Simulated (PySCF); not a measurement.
Relaxation of quartet MnF4

These are results of UPBE0 in PySCF with Mn def2-SVP, F def2-SVP; no relativity; density-fitted integrals, not measurements. A (50,194) grid was used.

A start at or just off a symmetric point, pushed along the force that breaks its symmetry, of Cs symmetry, free to break it:

```xyz
5
charge 0 multiplicity 4, angstrom
Mn   -0.0270    0.0000   -0.0219
F     1.4575   -0.0001    1.0426
F    -1.3570    0.0000    0.9426
F    -0.0112    1.3454   -0.9609
F    -0.0113   -1.3453   -0.9610
```

Optimiser trace:
```
step  E − E(last) (kJ/mol)  largest gradient (Eh/bohr)
   0                 39.05                     0.06164
   1                 18.04                     0.02295
   2                 12.18                     0.00691
   3                 10.79                     0.00507
   4                  9.50                     0.00354
   5                  8.46                     0.00784
   6                  7.15                     0.01496
   7                  5.66                     0.01355
   8                  0.87                     0.00693
   9                  0.48                     0.00642
  10                  0.08                     0.00276
  11                  0.02                     0.00041
  12                  0.00                     0.00041
  13                  0.00                     0.00019
```

It ends at Cs with Mn–F 1.682 Å, Mn–F 1.693 Å (×2), Mn–F 1.711 Å; F–Mn–F 95.6°, F–Mn–F 97.2°, F–Mn–F 108.2° (×2), F–Mn–F 123.4° (×2) (after a last refinement on a finer grid). A frequency run shows 1 imaginary mode, down to 111i cm⁻¹, so it is a saddle point. Other isomers or separated fragments may lie lower.

With open d or f shells other occupations or spin states may lie lower.

The relaxation took roughly 2 core-minutes on a shared host.
